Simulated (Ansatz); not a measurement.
Wavefunction ladder for CH4Cl2SSn (`[CH3][Sn]([SH])([Cl])[Cl]`)

```xyz
9

C     1.050    1.070    0.558
Sn   -0.497   -0.223   -0.084
S     0.275   -2.087   -1.345
Cl   -1.710   -1.001    1.738
Cl   -2.056    0.944   -1.351
H     1.741    0.511    1.187
H     0.600    1.883    1.126
H     1.567    1.465   -0.315
H    -0.971   -2.561   -1.514
```

The species carries charge 0 and has multiplicity 1. Correlated methods include outer-core shells of Sn, which these sets cover unevenly. Sn: def2 effective core potential. The structure was optimised at the PBE0-D4/def2-TZVP level. It is one conformer, not always the lowest. Frozen core, restricted reference, Ansatz 0.2.0.

| basis | HF (Eh) | MP2 corr. |
| --- | --- | --- |
| def2-SVP | -1569.75964 | -0.64293 |
| def2-TZVPP | -1570.27205 | -1.05032 |
| def2-QZVPP | -1570.31339 | -1.33145 |

(1) Estimate the CCSD correlation energy and the (T) correction in each basis where they were run (hartree).

Results:

(1) 
```
     basis  CCSD corr.       (T)
  def2-SVP    -0.70216  -0.01858
def2-TZVPP    -1.10141  -0.04494
```
